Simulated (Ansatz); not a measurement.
`O=C=[N][AlH][Cl]` + H–F → `O=C=[N][AlH][F]` + HCl at 600 K and 1 bar (ligand exchange at the Al–Cl bond).

Calculated with Ansatz (gas phase, PBE0-D4/def2-TZVP geometries, no zero-point term in ΔE). CCSD(T)/CBS is the MP2 limit (def2-TZVPP, def2-QZVPP) plus CCSD(T) − MP2 in def2-TZVPP, frozen cores. This one scheme is used for every species. Each species was taken in one conformer, which may not be the lowest.

```
           species  CCSD(T)/CBS energy (Eh)  H − E (kJ/mol)  S (J/(mol·K))
`O=C=[N][AlH][Cl]`               -870.43852           106.2          407.9
               H–F               -100.39570            42.3          194.0
 `O=C=[N][AlH][F]`               -510.46086           107.3          394.2
               HCl               -460.38127            35.4          207.2
```

H − E and S are ideal-gas, rigid-rotor, harmonic terms from PBE0-D4/def2-TZVP, for one conformer and one mirror image of each species. 1 Eh = 2625.50 kJ/mol, R = 8.31446 J/(mol·K).

Question: By hand: ΔE, ΔH, ΔS and ΔG.

Answer: ΔE = (-510.46086) + (-460.38127) − (-870.43852) − (-100.39570) = -0.00791 Eh = -20.8 kJ/mol. Δ(H − E) = 107.3 + 35.4 − 106.2 − 42.3 = -5.8, so ΔH = -26.6 kJ/mol. ΔS = 394.2 + 207.2 − 407.9 − 194.0 = -0.5 J/(mol·K). ΔG = -26.6 − 600 × (-0.5)/1000 = -26.3 kJ/mol.

Question: By hand: the equilibrium constant, and the temperature at which ΔG would vanish if ΔH and ΔS stayed fixed.

Answer: log₁₀ K = −ΔG/(RT ln 10) = 2.3. ΔG = 0 at ΔH/ΔS = 53200 K, far beyond where these terms or the molecules hold.

The number of gas molecules stays the same, so ΔS is small and ΔH decides. A doubt of 5 kJ/mol in ΔE shifts log₁₀ K by 0.4 here. Other conformers and mirror images would add mixing entropy, several J/(mol·K) or more a flexible species. Modes under 60 cm⁻¹, often nearly free rotors, make the harmonic entropy too high. These are equilibria of isolated gas molecules and say nothing of rates. Largest T1 diagnostic: 0.016 (customary marks: 0.02 for closed shells, 0.045 for open ones).
